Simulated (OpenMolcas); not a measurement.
# Computed levels of Si-

* Program: OpenMolcas 26.06
* Method: XMS-CASPT2, IPEA 0.25 Eh, imaginary shift 0.1 Eh (closed shells correlated: 2s 2p 3s)
* Basis: ANO-RCC-VTZP [5s4p2d1f]
* Scalar Hamiltonian: DKH2, point nucleus
* Active space: 3 electrons in 3 orbitals (3p)
* State averaging: 2S+1 = 4 odd, 1 root; 2S+1 = 2 odd, 8 roots
* Spin-orbit coupling: RASSI with atomic mean-field integrals over the reference wave functions, term energies averaged over their components

Spin-free terms above the lowest, with the occupations of the reference:

```csv
Configuration,Term,E (cm-1),Occupations
3s2 3p3,4S*,0.0,3p 3.00
3s2 3p3,2D*,7790,3p 3.00
```

With spin-orbit coupling, above the lowest level:

| Configuration | Term | J | E (cm-1) | g | Term weight % |
| --- | --- | --- | --- | --- | --- |
| 3s2 3p3 | 4S* | 3/2 | 0.0 | 2.002 | 100 |
| 3s2 3p3 | 2D* | 3/2 | 7790 | 0.800 | 100 |
| 3s2 3p3 | 2D* | 5/2 | 7790 | 1.200 | 100 |

Term energies are means over components that CASPT2 splits; among the terms shown or strongly mixed into the levels shown the widest spread is 1500 cm-1 (3s2 3p3 2D*). With the s shell closed, the reference lacks s² → p² mixing. No diffuse functions were added, so excited terms of the anion can stand markedly too high. Only configurations of the active space appear. Levels above the detachment limit are left out.

The term weight is that of the spin-free term in the level, not the purity of its configuration. * marks odd parity.
